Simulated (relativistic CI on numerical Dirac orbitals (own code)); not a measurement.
**d4 in a ligand field**

Computed with a parametric ligand-field model of a d^n configuration (Racah B and C, spin-orbit zeta, crystal field), exact diagonalisation.

Field parameters in Wybourne normalisation: Oh B⁴₀ = 21Dq, B⁴₄ = √(5/14) B⁴₀. The field is a parameter set, without covalency.

B = 540 cm⁻¹, C = 2630 cm⁻¹ (C/B = 4.87), Oh, no spin-orbit coupling. Tanabe-Sugano data, E/B above the lowest term (Δ = |10Dq|; b, c mark the second and third term of a kind):

| Δ/B | 5E | 5T2 | 3T1 | 3E | 3T2 | 1T2 | 1E | 1A1 |
| --- | --- | --- | --- | --- | --- | --- | --- | --- |
| 1.0 | 0.00 | 1.00 | 23.40 | 23.66 | 24.27 | 35.13 | 35.05 | 36.23 |
| 5.0 | 0.00 | 5.00 | 21.27 | 24.07 | 25.90 | 33.38 | 33.45 | 37.15 |
| 9.0 | 0.00 | 9.00 | 18.09 | 24.26 | 26.39 | 30.52 | 31.07 | 36.49 |
| 13.0 | 0.00 | 13.00 | 14.60 | 24.36 | 26.61 | 27.28 | 28.20 | 35.21 |
| 17.0 | 0.00 | 17.00 | 10.96 | 24.43 | 26.75 | 23.86 | 25.00 | 33.53 |
| 21.0 | 0.00 | 21.00 | 7.24 | 24.47 | 26.83 | 20.33 | 21.59 | 31.53 |
| 25.0 | 0.00 | 25.00 | 3.45 | 24.51 | 26.90 | 16.71 | 18.03 | 29.26 |
| 29.0 | 0.37 | 29.37 | 0.00 | 24.90 | 27.32 | 13.40 | 14.75 | 27.11 |
| 33.0 | 4.23 | 37.23 | 0.00 | 28.78 | 31.21 | 13.54 | 14.88 | 28.23 |
| 37.0 | 8.10 | 45.10 | 0.00 | 32.67 | 35.12 | 13.66 | 14.99 | 29.20 |
| 41.0 | 12.00 | 53.00 | 0.00 | 36.58 | 39.04 | 13.77 | 15.07 | 30.03 |
| 45.0 | 15.91 | 60.91 | 0.00 | 40.50 | 42.97 | 13.86 | 15.14 | 30.75 |

The ground term changes from 5E to 3T1 between Δ/B = 25.0 and 29.0.
